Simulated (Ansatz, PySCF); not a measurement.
Complex: H2S (SMILES S) (first 3 atoms) with H4OSi (SMILES O[SiH3]); geometry from B3LYP-D3(BJ)/def2-TZVP, rigid monomers moved along the line of their centres of mass till H2···O4 is 2.56 Å.
(charge 0, multiplicity 1):
```xyz
9

S      0.459    -0.128    -0.029
H      0.271     0.595     1.090
H     -0.858    -0.216    -0.270
O     -0.131     1.000     3.584
Si    -0.414    -0.483     4.278
H      0.427     1.624     4.054
H      0.822    -1.297     4.339
H     -1.418    -1.138     3.420
H     -0.939    -0.322     5.655
```

Counterpoise-corrected where a basis set is named; no monomer relaxation. Rows marked so take none.

Cores are frozen in the correlated methods. Rows in 6-31G* carry no dispersion term and start afresh at each structure (6-31G* with six Cartesian d functions).

Programs: Ansatz (Gaussian orbitals); PySCF for 6-31G* rows. Each number belongs to the level named beside it.

### Question
Give the interaction energy at the level HF/6-31G* (no counterpoise).

### Answer
-7 kJ/mol

Ansatz is a first-principles code.
